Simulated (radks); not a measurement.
Problem. The magnesium ion Mg4+ is in [He] 2s2 2p4. All-electron calculation, scalar-relativistic Kohn-Sham, PBE, spin-polarised, spherical densities, finite nucleus; Fermi nuclear charge, rms radius of each element as measured or else 0.836 A^(1/3) + 0.57 fm. Program: a radial shooting solver on a logarithmic mesh with Libxc functionals. Open shells are filled with parallel spins first. One electron is removed from 2p, 2s, 1s in turn, with full relaxation. Which removal costs least, and what does each cost?

Solution. 2p 140.90 eV; 2s 171.81 eV; 1s 1415.3 eV. The 2p electron leaves first.
